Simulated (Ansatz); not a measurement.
The first iterations of a band of ClF3H3NZr (9 atoms, charge 0, multiplicity 1).

These are results of RKS r2SCAN/def2-SVP (Ansatz 0.2.0), not measurements.

| Item | Value |
| --- | --- |
| movable images | 7 |
| climbing image | yes |
| spring | 5.0 eV/Å² |
| optimiser | quadratic models (default) |
| start path | through a guess of the saddle point |
| force threshold | 0.05 eV/Å |
| iteration limit | 60 |
| end points | relaxed |

First end point:

```xyz
9
Properties=species:S:1:pos:R:3
Zr -0.629 -0.264 0.025
N -0.167 0.354 2.339
H -0.091 -0.463 2.949
H 0.712 0.869 2.432
F 0.989 -1.236 0.344
F -0.472 1.636 -0.145
F -0.888 -0.713 -1.814
Cl -2.642 -1.117 0.989
H -0.896 0.947 2.743
```

Last end point:

```xyz
9
Properties=species:S:1:pos:R:3
Zr -0.606 0.213 0.009
N -0.203 -0.295 2.364
H 0.484 -1.045 2.473
H 0.161 0.510 2.879
F 1.108 1.025 0.269
F -0.813 0.544 -1.860
F -0.661 -1.700 -0.018
Cl -2.508 1.359 0.890
H -1.046 -0.597 2.856
```

| iteration | highest image above the first end (eV) | largest band force component (eV/Å) |
| --- | --- | --- |
| 1 | 15.696 | 77.122 |
| 2 | 4.215 | 21.857 |
| 3 | 2.178 | 12.746 |
| 4 | 1.814 | 4.827 |
| 5 | 1.624 | 2.189 |
| 6 | 1.406 | 2.975 |

Problem. Does the band converge within its limit, and where does its top end?

Solution. The forces met the threshold. It ended after 19 iterations with the highest image 0.238 eV above the first end. A vibrational analysis at the climbing image gives one clearly imaginary mode, 44i cm⁻¹: a first-order saddle point.

The run took 2.9 min on 4 threads of AMD EPYC 9R45 96-Core Processor (Zen 5), with other jobs on the host, peak memory 0.24 GiB.
